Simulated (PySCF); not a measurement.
# Diatomic cations of Na with the chalcogens

HF with double-zeta basis sets in PySCF, for the lowest determinant that a PBE0 search found; no spin–orbit coupling. De refers to high-spin ground-configuration atoms (the charge goes to the atom of lower measured ionisation energy or higher electron affinity, which is not always the lowest computed limit). A positive dipole points towards Na; it is taken about the centre of mass and depends on that origin.

```tsv
M	basis	reference	charged atom	state (unpaired electrons)	Re (Å)	ωe (cm⁻¹)	De (eV)	μ (D)
S	def2-SVP	UHF	Na+	triplet (π ↑↑)	2.962	159	0.53	6.97
Se	def2-SVP	UHF	Na+	triplet (π ↑↑)	3.069	138	0.55	9.76
Te	x2c-SVPall	UHF	Na+	triplet (π ↑↑)	3.221	136	0.69	10.69
```

The shortest bond is that of NaS⁺ (2.962 Å), the longest that of NaTe⁺ (3.221 Å).

The rows differ in basis set, which adds steps of its own.

Down a group the atoms grow and get heavier, so bonds lengthen and wavenumbers fall; this series shows no clear exception.

These are scalar-relativistic numbers at best; spin–orbit coupling would shift them, the dissociation energy most. For an ion De counts to the pair picked by the measured ionisation energies or electron affinities, which need not be the lowest pair at this level. Hartree–Fock leaves out correlation, which carries a large part of most bond energies and some tenths to 1 eV of ionisation energies. States were picked by a PBE0 search and need not be the measured ground states.
